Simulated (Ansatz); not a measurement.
# Worked example: the enthalpy of CH3Br + CHCl2F → CH3Cl + CHBrClF

Gas-phase species: CH3Br (bromomethane) `CBr`, singlet; CHCl2F (dichlorofluoromethane) `FC(Cl)Cl`, singlet; CH3Cl (chloromethane) `CCl`, singlet; CHBrClF (bromochlorofluoromethane) `FC(Cl)Br`, singlet. The partners trade Br for Cl; both sit on C, so the bond types are kept.

Shapes, held fixed at every level: PBE0-D4/def2-TZVP. Programs: Ansatz 0.2.0. The zero-point and thermal terms to 298 K, harmonic and unscaled (PBE0-D4/def2-TZVP), stand in the table.

At CCSD(T)/def2-TZVPP; 1 Eh = 2625.50 kJ/mol:

```
species   energy (Eh)  H(298 K) − E (kJ/mol)  tabulated ΔfH (kJ/mol)
  CH3Br  -2612.542543                  108.4                   -36.4
 CHCl2F  -1057.817377                   70.3                  -284.5
  CH3Cl   -499.560551                  109.7                   -82.6
CHBrClF  -3170.795606                   69.2                  -231.8
```

Work out the reaction enthalpy at 298 K from the calculation and from the table of heats.


1. Electronic: (-499.560551) + (-3170.795606) − [(-2612.542543) + (-1057.817377)] = 0.003763 Eh = +9.9 kJ/mol.
2. Zero-point and thermal: (109.7) + (69.2) − [(108.4) + (70.3)] = +0.2 kJ/mol.
3. Computed ΔH = +10.1 kJ/mol.
4. From the heats of formation (Active Thermochemical Tables): (-82.6) + (-231.8) − [(-36.4) + (-284.5)] = +6.5 kJ/mol.
5. Computed less tabulated: +3.6 kJ/mol. Tabulated heats carry uncertainties of their own.

Relativity is left out for Br. Outer-core shells of Br are correlated, in sets that cover them unevenly.
